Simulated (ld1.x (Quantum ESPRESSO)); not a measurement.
# Cs, PAW: configuration errors across variants

```
Element                 : caesium (Cs)
Generator               : ld1.x (Quantum ESPRESSO) 7.5
Type                    : PAW
Functional              : PBE
Relativity              : scalar-relativistic
Frozen core             : [Kr] 4d10
Valence charge          : 9
Reference configuration : 5s2 5p6 5d0 6s0 6p0 (charge +1)
Partial waves           : 5s (bound): rcut 2.20, rcutus 2.40 bohr; 6s (bound, empty): rcut 2.20, rcutus 2.40 bohr; 5p (bound): rcut 3.20, rcutus 3.50 bohr; 6p (bound, empty): rcut 3.20, rcutus 3.50 bohr; 5d (bound, empty): rcut 3.75, rcutus 4.45 bohr; 5d channel at 0.4 Ry: rcut 3.75, rcutus 4.45 bohr
Local potential         : all-electron potential smoothed inside 3.75 bohr (lloc = -1)
Core correction         : a·sin(br)/r model core, default radius (ld1.x builds one for every PAW set, though the input has nlcc=.false.)
Augmentation charge     : PSQ, inside the norm-conserving radii
```

All-electron excitation energies from the reference (eV): (1) 5s2 5p6 5d0 6s1 6p0 -3.864; (2) 5s2 5p6 5d0 6s0.5 6p0 -2.393; (3) 5s2 5p6 5d0 6s0 6p1 -2.493; (4) 5s2 5p6 5d0.5 6s0.5 6p0 -3.021; (5) 5s2 5p6 5d1 6s0 6p0 -2.192.

The default core radius of the base comes out at 1.26 bohr.

The overlap operator is not positive definite (basis up to 400 Ry) in “wave 5d channel at 0.4 Ry: rcut 3.75, rcutus 4.45 bohr becomes 5d channel at -0.2 Ry: rcut 3.75, rcutus 4.45 bohr”, “local potential all-electron potential smoothed inside 2.68 bohr (lloc = -1)”. Such files are unfit for use, however small their errors in these radial tests.

1 further variants failed, have other tests or too few solved ones, and are left out.

Errors AE − PS in meV (a dash: test not solved or not reliable):

```tsv
change	(1)	(2)	(3)	(4)	(5)	bound ghosts
base	+0.2	+0.1	+0.3	-0.6	-0.9	none
waves 5s (bound): rcut 2.20, rcutus 2.52 bohr; 6s (bound): rcut 2.20, rcutus 2.52 bohr	–	–	–	–	–	none
wave 5d channel at 0.4 Ry: rcut 3.75, rcutus 4.45 bohr becomes 5d channel at -0.2 Ry: rcut 3.75, rcutus 4.45 bohr	+0.2	+0.1	+0.3	0.0	–	not determined (overlap not positive)
local potential all-electron potential smoothed inside 2.68 bohr (lloc = -1)	+0.6	+0.3	+1.1	–	–	not determined (overlap not positive)
all radii but the core radius scaled by about 1.31 (s 3.14, p 4.58, d 5.82 bohr, rcut 2.88/4.18/4.90); local potential all-electron potential smoothed inside 4.90 bohr (lloc = -1)	–	–	–	–	–	none
```

Give the same row for: core correction a·sin(br)/r model core inside 1.32 bohr.

+0.2, +0.1, +0.3, -0.5, -0.7; bound ghosts: none.
